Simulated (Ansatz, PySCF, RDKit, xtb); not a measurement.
Pair of molecules: CH3F (SMILES CF) (first 5 atoms) with C2H3N (SMILES CC#N); geometry from B3LYP-D3(BJ)/def2-TZVP, rigid monomers moved along the line of their centres of mass till F2···H9 is 3.33 Å.
(charge 0, multiplicity 1):
```
atom    x (Å)    y (Å)    z (Å)
----  -------  -------  -------
C      0.3729   0.5925  -0.1777
F      1.1632  -0.2915   0.5656
H     -0.1778   1.2259   0.5152
H      1.0306   1.1901  -0.8090
H     -0.3111   0.0062  -0.7914
C      0.8947  -0.1914   4.7544
C     -0.0167   0.8689   4.3577
N     -0.7357   1.7044   4.0311
H      1.2425  -0.7158   3.8650
H      1.7526   0.2292   5.2797
H      0.3875  -0.8950   5.4149
```

Counterpoise-corrected where a basis set is named; no monomer relaxation. Rows marked so take none.

Correlated levels freeze the cores. Rows in 6-31G*, STO-3G carry no dispersion term and start afresh at each structure (6-31G* with six Cartesian d functions).

Run with Ansatz (a first-principles code); PySCF for 6-31G* rows, STO-3G rows, the dispersion terms; RDKit for the force fields; xtb for the GFN methods. 

```json
[
 {"level": "MMFF94", "interaction energy (kJ/mol)": "-8.0"},
 {"level": "GFN-FF", "interaction energy (kJ/mol)": "-7.0"},
 {"level": "GFN1-xTB", "interaction energy (kJ/mol)": "-5.3"},
 {"level": "HF/STO-3G (no counterpoise)", "interaction energy (kJ/mol)": "-2.9"},
 {"level": "B3LYP/6-31G*", "interaction energy (kJ/mol)": "-5.2"},
 {"level": "PBE0-D4/def2-TZVPPD", "interaction energy (kJ/mol)": "-8.7"},
 {"level": "M06-2X/6-31G* (no counterpoise)", "interaction energy (kJ/mol)": "-8.5"},
 {"level": "SCS-MP2/aug-cc-pVDZ", "interaction energy (kJ/mol)": "___"},
 {"level": "CCSD(T)/aug-cc-pVDZ", "interaction energy (kJ/mol)": "-7.9"}
]
```

### Question
Some entries are withheld; supply them.

### Answer

- SCS-MP2/aug-cc-pVDZ, interaction energy (kJ/mol): -7.4
